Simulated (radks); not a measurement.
Task: These are the eigenvalues of the occupied orbitals of an atom or ion with whole-number occupations (hartree). Calculated with a radial shooting solver on a logarithmic mesh with Libxc functionals: scalar-relativistic Kohn-Sham, PBE, spin-unpolarised, spherical densities, finite nucleus; Fermi nuclear charge, rms radius of each element as measured or else 0.836 A^(1/3) + 0.57 fm.

| orbital | eigenvalue |
|---|---|
| 1s | -2250.055 |
| 2s | -381.2344 |
| 2p | -336.0486 |
| 3s | -85.93041 |
| 3p | -72.30411 |
| 3d | -55.70072 |
| 4s | -16.90441 |
| 4p | -12.43099 |
| 4d | -6.53929 |
| 5s | -2.01787 |
| 5p | -1.00798 |
| 6s | -0.14404 |
| 4f | -0.11101 |

Which element is it, and in what charge state? The configuration may be excited.

Result: Z = 70, ytterbium, charge 0: Yb in [Xe] 4f14 6s2. The list shows which subshells hold electrons but not how many an open one holds; the 1s level, -2250.1 hartree, gives Z - s = 67.1 by -(Z - s)^2/2, which with screening and relativity narrows Z to a few neighbours, and the depths of the outer levels then fix element, charge and occupations together.
